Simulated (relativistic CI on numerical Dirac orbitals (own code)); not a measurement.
# Nb3+: L-alpha,beta X-ray emission

Computed with this model: Dirac-Coulomb-Breit CI, separate exchange-only KLI orbitals for each configuration, model QED (radiative potential, 1s self-energy scaled to tabulated hydrogen-like ionisation energies), valence Slater integrals scaled by 0.8, multiplet model of X-ray emission after core ionisation; configurations [Kr] 4d2 → [He] 2s2 2p5 3s2 3p6 3d10 4s2 4p6 4d2 → [Ar] 3d9 4s2 4p6 4d2; 300 K; Lorentzian 2 eV and Gaussian 0.6 eV FWHM. Energies are those of the free ion, without screening or charge transfer. S is read from ⟨S²⟩ = S(S + 1).

Computed curve for free ion, scaled to 100 at the maximum (points under 2 are left out and the grid is thinned):

(Energy (eV), Intensity): (2158.8, 2.0), (2159.4, 2.3), (2159.8, 2.5), (2160.4, 2.9), (2160.8, 3.3), (2161.4, 4.2), (2161.8, 5.0), (2162.4, 6.7), (2163.0, 9.2), (2163.4, 11.4), (2164.0, 16.2), (2164.4, 20.1), (2165.0, 25.6), (2165.4, 29.5), (2166.0, 39.8), (2166.6, 61.1), (2167.0, 81.4), (2167.6, 100.0), (2168.0, 89.9), (2168.6, 57.2), (2169.2, 32.9), (2169.6, 23.4), (2170.2, 15.0), (2170.6, 11.6), (2171.2, 8.3), (2171.6, 6.8), (2172.2, 5.2), (2172.8, 4.1), (2173.2, 3.6), (2173.8, 3.0), (2174.2, 2.6), (2174.8, 2.2), (2250.8, 2.1), (2251.4, 3.1), (2252.0, 3.7), (2252.4, 3.5), (2253.0, 3.0), (2253.4, 2.8), (2254.0, 2.8), (2254.4, 3.1), (2255.0, 3.7), (2255.6, 4.7), (2256.0, 5.8), (2256.6, 8.5), (2257.0, 11.4), (2257.6, 18.2), (2258.2, 29.2), (2258.6, 38.9), (2259.2, 49.6), (2259.6, 47.7), (2260.2, 34.9), (2260.6, 25.7), (2261.2, 15.7), (2261.8, 9.9), (2262.2, 7.5), (2262.8, 5.2), (2263.2, 4.2), (2263.8, 3.1), (2264.2, 2.6), (2264.8, 2.1)

The ground state has S = 0.99, and the centroid lies at 2198.49 eV.
